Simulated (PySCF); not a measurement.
Identify the unknown among the candidates.

All candidates are C5H4FN.

- UV, first state: lowest singlet excitation: 4.45 eV (279 nm, f = 0.003) [TDDFT wB97X-D/def2-SVPD]
- Polarisability: 74.3 au [wB97X-D/def2-SVPD]
- UV, strongest line: among the 6 lowest singlet transitions: S2 at 4.71 eV (263 nm, f = 0.432) [TDDFT wB97X-D/def2-SVPD]
- Rotational structure: rotational constants A, B, C: 6.520, 1.554, 1.255 GHz [PBE0-D3(BJ)/def2-SVP]
- Dipole: 1.78 D [wB97X-D/def2-SVPD]

Electronic properties: PySCF, gas phase, density fitting. Levels stand in brackets. Isolated species at its PBE0-D3(BJ)/def2-SVP geometry (one conformer only).

Question: Which candidate is it?
A. `N#C[C@]1(F)C=CC1`
B. `N#CC#CCCF`
C. `C#C[C@H](C#N)CF`
D. `[H]/N=C\C(F)=C\C#C`

Answer: D. It is `[H]/N=C\C(F)=C\C#C`. Numbering: `[H]/[N:7]=[CH:6]\[C:4](=[CH:3]\[C:2]#[CH:1])[F:5]`. Its formula, C5H4FN, gives 4 degrees of unsaturation: 0 rings and 4 π bonds in the structure found. S1 is mainly HOMO−1→LUMO (weight 0.81); the largest Löwdin shares of the orbital it empties are 0.37 on the imine nitrogen, 0.17 on the terminal alkyne carbon, 0.16 on the alkyne carbon and 0.09 on the imine carbon, of the orbital it fills 0.20 on the imine nitrogen, 0.17 on the vinylic C–F carbon, 0.17 on the imine carbon and 0.16 on the alkene CH carbon. By its constants the optimised geometry is an asymmetric top.

The others, at the same levels:
- `N#CC#CCCF` fails: its computed lowest singlet excitation is 5.10 eV (243 nm, f = 0.000) (against 4.45 eV), strongest line among the 6 lowest singlet transitions is S6 at 8.02 eV (155 nm, f = 0.092) (against S2 at 4.71 eV) and static isotropic polarisability is 68.6 au (against 74.3 au).
- `C#C[C@H](C#N)CF` fails: its computed lowest singlet excitation is 6.54 eV (190 nm, f = 0.000) (against 4.45 eV), strongest line among the 6 lowest singlet transitions is S5 at 7.97 eV (156 nm, f = 0.028) (against S2 at 4.71 eV) and static isotropic polarisability is 61.2 au (against 74.3 au).
- `N#C[C@]1(F)C=CC1` fails: its computed lowest singlet excitation is 6.78 eV (183 nm, f = 0.107) (against 4.45 eV), static isotropic polarisability is 59.2 au (against 74.3 au) and rotational constant A is 4.464 GHz (against 6.520 GHz).

Each candidate is one conformer, not necessarily the lowest. The conformers computed, where there is a choice (atom-mapped SMILES and torsion angles):
- `[H]/[N:7]=[CH:6]\[C:4](=[CH:3]\[C:2]#[CH:1])[F:5]`: C3–C4–C6–N7 -5°
- `[N:1]#[C:2][C:3]#[C:4][CH2:5][CH2:6][F:7]`: C4–C5–C6–F7 180°
- `[CH:1]#[C:2][C@H:3]([C:4]#[N:5])[CH2:6][F:7]`: C2–C3–C6–F7 -61°
